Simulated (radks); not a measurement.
Radial electron density D(r) = 4 pi r^2 rho(r) of an atom or ion with 24 electrons. All-electron calculation, scalar-relativistic Kohn-Sham, r2SCAN, spin-unpolarised, spherical densities, finite nucleus; meta-GGA in the generalised Kohn-Sham scheme; Fermi nuclear charge, rms radius of each element as measured or else 0.836 A^(1/3) + 0.57 fm. Program: a radial shooting solver on a logarithmic mesh with Libxc functionals.

r (bohr)  D(r) (e/bohr)
0.006741          4.614
0.008849          7.091
0.01161           10.55
0.01512           14.89
0.01985           20.11
0.02606           25.29
0.03393           29.01
0.04453           30.05
0.05845           27.87
0.07612           24.47
0.09991           23.42
0.1311            27.22
0.1708            32.44
0.2241            32.03
0.2942            23.11
0.3831            13.57
0.5028            11.45
0.6547            14.16
0.8594            13.05
1.128             7.527
1.469             3.211
1.928             1.755
2.531             1.429
3.295            0.8986
4.325            0.3210
5.677           0.05697
7.393          0.004817
9.704         0.0001397

What is the nuclear charge?

Answer. Z = 25. The innermost maximum, from 1s, lies near gamma/Z bohr with gamma = sqrt(1 - (Z/c)^2) = 0.983, here 0.0393 bohr (found: 0.0421), and its height grows with Z. The density is that of the manganese ion Mn+ in [Ar] 3d3 4s1 4p2; the configuration itself is not fixed sharply by these data, and Z only to about a unit. D(r) has 3 maxima, at r = 0.0421, 0.194, 0.715 bohr, and minima at 0.0930, 0.468 bohr, inside which lie 2.11, 10.55 electrons.
